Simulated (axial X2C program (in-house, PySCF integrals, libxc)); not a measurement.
# Low determinants of CoH⁻ at the PBE0 level, 2c

Computed with an in-house all-electron X2C program for linear molecules (integrals from PySCF). Two-component (2c) means X2C with spin–orbit coupling and atomic mean-field two-electron Coulomb and Gaunt terms. Basis: Co dyall-acv3z [10s11p7d4f2g], H dyall-av3z [7s3p2d] (cores contracted in-house); Gaussian nuclei, density fitting, unrestricted open shells. Masses: Co 58.933 u, H 1.008 u.

Search at 1.574 Å (vertical energies from the lowest determinant):

| ΔE (eV) | state | electrons beyond evenly filled partner blocks | electrons in ±ω = 1/2, 3/2, 5/2, 7/2 |
| --- | --- | --- | --- |
| 0.00 | Ω = 9/2 | ω = 1/2, ω = 3/2, ω = 5/2 | 21 7 1 0 |
| 0.10 | Ω = 5/2 | ω = 5/2 | 20 8 1 0 |
| 0.20 | Ω = 7/2 | 2 × ω = 1/2, ω = 5/2 | 20 8 1 0 |
| 0.21 | Ω = 3/2 | ω = 3/2 | 20 7 2 0 |
| 0.24 | Ω = 7/2 | ω = -1/2, ω = 3/2, ω = 5/2 | 21 7 1 0 |
| 0.31 | Ω = 1/2 | 2 × ω = -1/2, ω = 3/2 | 20 7 2 0 |
| 0.40 | Ω = 3/2 | ω = 1/2, ω = -3/2, ω = 5/2 | 21 7 1 0 |

Lowest determinant, Ω = 9/2 (⟨Sz⟩ = 1.50, ⟨Lz⟩ = 3.00 at PBE0): Re = 1.586 Å, ωe = 1558.2 cm⁻¹.

The determinant in row 2 of the search, Ω = 5/2 (⟨Sz⟩ = 0.50, ⟨Lz⟩ = 2.00 at PBE0), was followed along the bond at PBE0; measured from the minimum of the lowest determinant it gives:

Te = 0.100 eV (808 cm⁻¹), Re = 1.573 Å, ωe = 1567.5 cm⁻¹.

Question: Compare the bond of the determinant in row 2 with that of the lowest one.

Answer: At PBE0 its Re is 0.013 Å shorter and its force constant, which goes as ωe², is 1.01 times that of the lowest determinant. T0 ≈ Te + Δωe/2 = 808 + (5) = 813 cm⁻¹.

The search compares states at one distance, so a state with another bond length can lie lower; it is not exhaustive and yields mostly the lowest determinant of each block pattern, so other components and higher states of one pattern are missing. These are energies of single determinants, not of spin-adapted states; PBE0 term energies can be off by some tenths of an eV, and the functional has no current term. The lowest determinant need not be the ground state where others lie within half an eV. For an anion, determinants above electron detachment are held by the basis set. The highest occupied level of some functionals is positive through self-interaction error; at Hartree–Fock it is bound. Row 1 has a positive highest level at its minimum. Row 2 has a positive highest level at its minimum.
